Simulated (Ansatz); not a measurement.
Computed with Ansatz on PBE0-D4/def2-TZVP structures; ΔE is electronic, products minus reactants. CCSD(T)/CBS adds triple-zeta CCSD(T) − MP2 to the extrapolated MP2 energy (def2 sets, frozen cores). This one scheme is used for every species. DFT in def2-TZVPP. Each species was taken in one conformer, which may not be the lowest.

`[SiH3][N]([SiH3])[AlH][Cl]` + `F[SiH2]N[SiH3]` → `[SiH3][NH][AlH][Cl]` + `F[SiH2]N([SiH3])[SiH3]`  (redistribution)

`[SiH3][N]([SiH3])[AlH][Cl]`:

```xyz
12

Si    0.195    1.037   -1.251
N     0.095   -0.089    0.077
Si   -1.468   -0.344    0.792
Al    1.531   -0.948    0.684
Cl    3.331   -0.518   -0.296
H    -1.176    1.564   -1.496
H     1.095    2.175   -0.931
H     0.682    0.376   -2.488
H    -2.020    0.920    1.348
H    -1.317   -1.333    1.893
H    -2.438   -0.872   -0.204
H     1.489   -1.968    1.873
```

`F[SiH2]N[SiH3]`:

Z-matrix (Å, degrees):
```
Si
N 1 1.706
F 1 1.601 2 112.6
H 1 1.478 2 108.8 3 117.8
H 1 1.480 2 109.3 3 -117.5
Si 2 1.733 1 128.1 3 -87.6
H 2 1.011 1 115.6 3 85.3
H 6 1.487 2 110.9 1 -127.0
H 6 1.487 2 112.0 1 112.6
H 6 1.483 2 106.7 1 -7.3
```

`[SiH3][NH][AlH][Cl]`:

Z-matrix (Å, degrees):
```
Si
N 1 1.731
H 1 1.489 2 111.4
H 1 1.489 2 111.5 3 119.8
H 1 1.482 2 107.9 3 -120.1
Al 2 1.771 1 132.0 3 120.2
H 2 1.013 1 113.8 3 -59.8
Cl 6 2.093 2 118.8 1 -0.0
H 6 1.570 2 120.8 1 -180.0
```

`F[SiH2]N([SiH3])[SiH3]`:

```xyz
13

F    -0.112   -2.009    1.843
Si   -0.506   -0.481    1.584
N    -0.030    0.025    0.018
Si    1.407    0.992   -0.185
Si   -0.921   -0.461   -1.399
H    -1.973   -0.400    1.748
H     0.230    0.337    2.577
H     1.182    2.396    0.247
H     2.532    0.426    0.602
H     1.746    0.981   -1.632
H    -0.106   -1.350   -2.266
H    -2.133   -1.187   -0.941
H    -1.318    0.731   -2.194
```

| species | PBE-D4 energy (Eh) |
| --- | --- |
| `[SiH3][N]([SiH3])[AlH][Cl]` | -1340.08047 |
| `F[SiH2]N[SiH3]` | -736.91889 |
| `[SiH3][NH][AlH][Cl]` | -1049.51180 |
| `F[SiH2]N([SiH3])[SiH3]` | -1027.48651 |

**Question.** Work out ΔE.

**Answer.** ΔE = (-1049.51180) + (-1027.48651) − (-1340.08047) − (-736.91889) = 0.00105 Eh = +0.7 kcal/mol. CCSD(T)/CBS gives +0.6 kcal/mol.

Largest T1 diagnostic among the species: 0.012.

Leaving LDA and LC-ωPBE aside and taking each functional with its dispersion term where it has one, the values, not all of them listed here, spread over 0.4 kcal/mol, from BLYP-D4 to PBE-QIDH.
